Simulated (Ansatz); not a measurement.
`[NH2][GeH]1[BH][O]1` + H₂ → `[BH]1[O][GeH2]1` + NH₃ at 600 K and 1 bar (hydrogenolysis of a Ge–N bond).

Program: Ansatz. Geometries: PBE0-D4/def2-TZVP. ΔE: electronic, gas phase. CCSD(T)/CBS adds triple-zeta CCSD(T) − MP2 to the extrapolated MP2 energy (def2 sets, frozen cores). This one scheme is used for every species. For Ge outer-core shells are correlated without core-valence functions, which leaves a few kJ/mol of doubt a bond. Scalar relativity is left out up to krypton. One conformer a species, not always the lowest.

```tsv
species	CCSD(T)/CBS energy (Eh)	H − E (kJ/mol)	S (J/(mol·K))
`[NH2][GeH]1[BH][O]1`	-2233.21751	181.6	398.8
H₂	-1.17544	43.9	150.8
`[BH]1[O][GeH2]1`	-2177.88385	119.3	337.7
NH₃	-56.50880	112.4	219.5
```

H − E and S are ideal-gas, rigid-rotor, harmonic terms from PBE0-D4/def2-TZVP, for one conformer and one mirror image of each species. The MP2-based limit puts H₂ 0.8 mEh under its directly extrapolated value; such offsets cancel only in part. 1 Eh = 2625.50 kJ/mol, R = 8.31446 J/(mol·K).

Task: By hand: ΔE, ΔH, ΔS and ΔG.

Result: ΔE = (-2177.88385) + (-56.50880) − (-2233.21751) − (-1.17544) = 0.00030 Eh = 0.8 kJ/mol. Δ(H − E) = 119.3 + 112.4 − 181.6 − 43.9 = 6.2, so ΔH = 7.0 kJ/mol. ΔS = 337.7 + 219.5 − 398.8 − 150.8 = 7.6 J/(mol·K). ΔG = 7.0 − 600 × (7.6)/1000 = 2.4 kJ/mol.

Task: By hand: the equilibrium constant, and the temperature at which ΔG would vanish if ΔH and ΔS stayed fixed.

Result: log₁₀ K = −ΔG/(RT ln 10) = -0.2. ΔG = 0 at ΔH/ΔS = 921 K, though so small a ΔH makes that figure unsure.

TΔS isn't small against ΔH here. The sign of ΔG lies within the doubt. A doubt of 5 kJ/mol in ΔE shifts log₁₀ K by 0.4 here. Other conformers and mirror images would add mixing entropy, several J/(mol·K) or more a flexible species. These are equilibria of isolated gas molecules and say nothing of rates. Largest T1 diagnostic: 0.017 (customary marks: 0.02 for closed shells, 0.045 for open ones).
